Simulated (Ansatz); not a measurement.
System: C4H7B, charge 0, multiplicity 1. SMILES: CB(C)C#C
Coordinates optimised at B3LYP-D3(BJ)/def2-TZVP (Ansatz, a program for electronic structure):
```xyz
12

C      2.1383    -0.9330     0.0504
C      1.0313    -0.4500     0.0243
B     -0.3651     0.1593    -0.0086
C     -0.5286     1.7107     0.1406
C     -1.6070    -0.7789    -0.1910
H      3.1128    -1.3581     0.0734
H      0.2631     2.1906     0.7170
H     -1.5036     2.0041     0.5356
H     -0.4691     2.1309    -0.8740
H     -1.3980    -1.6954    -0.7438
H     -1.9147    -1.0909     0.8178
H     -2.4687    -0.2710    -0.6292
```

Computed values are from Ansatz. Valence correlation only, unless marked. Open shells are spin-unrestricted. No spin-orbit coupling. No relativistic terms. Basis-set limits of correlation are two-point, X^-3; Hartree-Fock from the larger set. The bracket is a focal-point correction in the basis named.

| Quantity | Result |
|---|---|
| atomisation energy De | 1195.8 kcal/mol at CCSD(T)/CBS(aug-cc-pVTZ,aug-cc-pVQZ) |
| vertical ionisation energy (to the doublet) | 10.40 eV at RI-MP2/CBS(aug-cc-pVTZ,aug-cc-pVQZ)+[CCSD(T)-MP2]/aug-cc-pVTZ |
| total energy | -181.1652 Eh at CCSD(T)/CBS(aug-cc-pVTZ,aug-cc-pVQZ) |
| dipole moment | 0.10 D at CCSD(T)/aug-cc-pVDZ |
| T1 diagnostic | 0.012 at CCSD/aug-cc-pVQZ |
